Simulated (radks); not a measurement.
Isoelectronic series with 44 electrons, each ion in its NIST ground configuration. Calculated with a radial shooting solver on a logarithmic mesh with Libxc functionals: Dirac Kohn-Sham, PBE, spin-unpolarised, spherical densities, point nucleus; open shells are shared between the two j in proportion to 2j + 1. Total energies (hartree) and mean radii <r> (bohr):

ion    configuration  E (hartree)   4d5/2   4d3/2   4p3/2   4p1/2
Ru      [Kr] 4d7 5s1  -4531.53998   1.714   1.685   1.139   1.108
Ag3+        [Kr] 4d8  -5314.81278   1.254   1.241  0.9960  0.9669
Sn6+        [Kr] 4d8  -6169.21076   1.011   1.001  0.8746  0.8481
I9+         [Kr] 4d8  -7095.50229  0.8602  0.8520  0.7790  0.7542
Ba12+       [Kr] 4d8   -8094.8150  0.7536  0.7460  0.7024  0.6785
Pr15+       [Kr] 4d8   -9168.5063  0.6727  0.6655  0.6397  0.6164
Sm18+       [Kr] 4d8  -10318.1376  0.6087  0.6017  0.5874  0.5643
Tb21+       [Kr] 4d8  -11545.4759  0.5565  0.5497  0.5431  0.5200
Er24+       [Kr] 4d8  -12852.5098  0.5130  0.5062  0.5050  0.4818
Lu27+       [Kr] 4d8  -14241.4719  0.4760  0.4692  0.4719  0.4485
W30+        [Kr] 4d8  -15714.8704  0.4442  0.4373  0.4428  0.4190
Ir33+       [Kr] 4d8  -17275.5284  0.4164  0.4095  0.4170  0.3928
